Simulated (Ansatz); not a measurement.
A search over several starts for the lowest SCF solution of the cluster K₃Bi⁺ at the given spin, in a small basis.

```yaml
crystal:
  periodic: [false, false, false]
  atoms:
    - {symbol: K, position_ang: [2.232420, 3.443776, 1.688387]}
    - {symbol: K, position_ang: [-1.231154, -2.535224, 1.083440]}
    - {symbol: K, position_ang: [-1.482230, -1.487356, -3.651993]}
    - {symbol: Bi, position_ang: [0.480963, 0.578814, 0.880177]}
basis:
  gaussian: {orbitals: def2-SVP, initial_orbitals: start.molden}
total_charge: 1
magnetization: {spin_polarized: true, initial_magnetization: 3}
hamiltonian: {xc: pbe0, dispersion: d4}
output: {orbitals: {seedname: orbitals}}
```

The file start.molden holds the orbitals of an earlier run on this structure, at another level or in another basis.

```sh
$ ansatz run in.yaml --threads 4 --pin off --events-out ev --progress --plain --max-ram 3916MiB
```

It prints (some lines left out):

```
Functional definition: PBE0
1017 factors; integrals over basis functions are off by at most 5.6e-4 eV
mean field evaluation 1: about -54791.3476 eV, gradient 1.5e1 eV
mean field evaluation 2: about -54791.4029 eV, gradient 1.5e-1 eV
mean field evaluation 4: about -54791.4297 eV, gradient 5.0e-4 eV
mean field evaluation 8: about -54787.7696 eV, gradient 1.8e1 eV
mean field evaluation 16: about -54791.4295 eV, gradient 4.6e-2 eV
mean field evaluation 32: about -54791.4297 eV, gradient 2.2e-5 eV
mean field -54791.42971757 eV, -2013.5479031556 hartree, gradient 8.4e-6 eV, S^2 3.754521; 6 other end points of the search recorded, 0 dependent functions left out
reference -54791.42978742 eV, -2013.5479057227 hartree; 41, 38 occupied and 57, 60 virtual orbitals, 1017 factors
Total energy: -54791.53899024 eV, -2013.5519188522 hartree
```

Hardware: 4 threads of Arm Neoverse V2 on a shared host. Wall time 7 s.

In the def2 sets Bi takes a core potential; there is no spin–orbit coupling. At PBE0-D4/def2-TZVP a doublet of charge 1 lies 1.26 eV below the quartet, each at its own geometry. The structure comes from a short search, and lower isomers may exist.
